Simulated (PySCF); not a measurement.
Stationary points of H₄TcN

Computed with PySCF, PBE0, basis Tc def2-TZVP with ECP28, N def2-TZVP, H def2-TZVP (scalar-relativistic core potentials, no spin–orbit coupling, density fitting).

Relaxations began from a few typed shapes. The search is not exhaustive: other isomers or separated fragments can lie lower, and high-lying points may rest on an excited occupation.

```csv
spin,group,bonds,angles,imaginary modes (cm⁻¹),ΔE (kJ/mol),ΔE with ZPE (kJ/mol)
singlet,C1,"H–H 0.921 Å, Tc–H 1.614 Å, Tc–H 1.678 Å, Tc–H 1.728 Å, Tc–H 1.773 Å, Tc–N 1.582 Å","H–H–Tc 72.1°, H–H–Tc 77.4°, H–Tc–H 30.5°, H–Tc–H 71.9°, H–Tc–H 79.4°",none,0.0,0.0
singlet,Cs,"Tc–H 1.616 Å (×2), Tc–H 1.637 Å, Tc–H 1.743 Å, Tc–N 1.589 Å","H–Tc–H 52.4° (×2), H–Tc–H 104.9°, H–Tc–H 119.2° (×2), H–Tc–H 141.9°, H–Tc–N 95.9° (×2)",507i,31.0,–
singlet,C3v,"Tc–H 1.603 Å (×3), Tc–H 1.862 Å, Tc–N 1.666 Å","H–Tc–H 96.5° (×3), H–Tc–H 118.7° (×3), H–Tc–N 83.5° (×3), H–Tc–N 180.0°",2 found,289.7,–
```

The lowest minimum found is the singlet C1: H–H 0.921 Å, Tc–H 1.614 Å, Tc–H 1.678 Å, Tc–H 1.728 Å, Tc–H 1.773 Å, Tc–N 1.582 Å; H–H–Tc 72.1°, H–H–Tc 77.4°, H–Tc–H 30.5°, H–Tc–H 71.9°, H–Tc–H 79.4°.

For the lowest minimum: stability towards spin polarisation was not tested.
